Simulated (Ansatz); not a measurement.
`F[SiH2]C(Cl)Br` + `CC1C[SiH2]1` → `F[SiH2]C1C[SiH2]1` + `CC(Cl)Br`  (formal exchange of groups at the Si–C bond)

Computed with Ansatz on PBE0-D4/def2-TZVP structures; ΔE is electronic, products minus reactants. CBS: MP2 limit from def2 TZ/QZ plus the TZ coupled-cluster correction, frozen cores. Functionals use def2-TZVPP. For Br outer-core shells are correlated without core-valence functions, which leaves a few kJ/mol of doubt a bond. Scalar relativity is left out up to krypton. One conformer a species, not always the lowest.

```
         level  ΔE (kJ/mol)
        B2PLYP        -40.7
 HF/def2-TZVPP        -46.1
  HF/CBS(def2)        -46.3
CCSD/CBS(def2)        -42.4
```

What does CCSD(T)/CBS give? (Estimate.)

Computed: -41.8 kJ/mol. The listed levels differ from it by 1.1, -4.3, -4.5, -0.6 kJ/mol.

Largest T1 diagnostic among the species: 0.011.

From PBE to PBE0 (25 % exact exchange), in def2-TZVPP and without D4, ΔE moves by −3.7 kJ/mol.
